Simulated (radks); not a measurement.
Values are calculated unless marked as measured or tabulated.
Q: Bi+, configuration [Xe] 4f13.5 5d10 6p4.5 (fractional occupations, a model configuration). Level of theory: Dirac Kohn-Sham, LDA (Slater exchange, Perdew-Wang correlation), spin-unpolarised, spherical densities, point nucleus; open shells fill j = l - 1/2 first (a radial shooting solver on a logarithmic mesh with Libxc functionals). Some entries of the table are withheld. Estimate them.

| orbital | occ. | eigenvalue (eV) | <r> (bohr) |
|---|---|---|---|
| 1s1/2 | 2 | -90473.73 | (1) |
| 2s1/2 | 2 | -16260.82 | 0.06579 |
| 2p1/2 | 2 | (2) | (3) |
| 2p3/2 | 4 | (4) | (5) |
| 3s1/2 | 2 | -3942.385 | 0.1711 |
| 3p1/2 | 2 | -3655.522 | 0.1616 |
| 3p3/2 | 4 | -3136.712 | 0.1781 |
| 3d3/2 | 4 | -2665.768 | 0.1545 |
| 3d5/2 | 6 | -2555.740 | 0.1595 |
| 4s1/2 | 2 | -920.5792 | 0.3767 |
| 4p1/2 | 2 | -795.9312 | 0.3773 |
| 4p3/2 | 4 | -667.3240 | 0.4121 |
| 4d3/2 | 4 | -464.3819 | 0.4152 |
| 4d5/2 | 6 | -440.3215 | 0.4262 |
| 4f5/2 | 6 | -176.7505 | 0.4347 |
| 5s1/2 | 2 | -173.9838 | 0.8252 |
| 4f7/2 | 7.5 | -171.1789 | 0.4407 |
| 5p1/2 | 2 | -130.2362 | 0.8765 |
| 5p3/2 | 4 | -104.7104 | 0.9643 |
| 5d3/2 | 4 | (6) | 1.176 |
| 5d5/2 | 6 | (7) | 1.216 |
| 6p1/2 | 2 | -15.7066 | 2.420 |
| 6p3/2 | 2.5 | -12.9234 | 2.711 |

A: 
(1) 1s1/2 <r> (bohr): 0.01579
(2) 2p1/2 eigenvalue (eV): -15626.44
(3) 2p1/2 <r> (bohr): 0.05390
(4) 2p3/2 eigenvalue (eV): -13308.84
(5) 2p3/2 <r> (bohr): 0.06295
(6) 5d3/2 eigenvalue (eV): -43.1439
(7) 5d5/2 eigenvalue (eV): -39.9176
